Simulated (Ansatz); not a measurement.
Basis-set extrapolation for C2H9BN2, SMILES `NBCCN` (PBE0-D4/def2-TZVP geometry, frozen core, the Gaussian-basis code of Ansatz). Multiplicity 1, RHF reference.

|  | def2-TZVPP | def2-QZVPP |
| --- | --- | --- |
| HF | -214.687405 | -214.697927 |
| MP2 correlation | -0.883207 | -0.942108 |
| CCSD(T) correlation | -0.965670 | not run |

Energies in hartree. Use E(X) = E(∞) + A·exp(−7.88·√X) for Hartree–Fock and E(X) = E(∞) + B·X^(−2.97) for correlation, with X = 3 and 4, and add CCSD(T) minus MP2 of the smaller set to the MP2 limit.

Question: What is the CCSD(T) energy at the basis-set limit?

Answer: HF limit: -214.697927 + (-0.010522) × 0.13774 = -214.69938. MP2 limit: -0.942108 + (-0.058901) × 0.74074 = -0.98574. Higher-order term: -0.965670 − (-0.883207) = -0.08246. Total: -215.76758 hartree, 300.6 kJ/mol below CCSD(T)/def2-TZVPP.
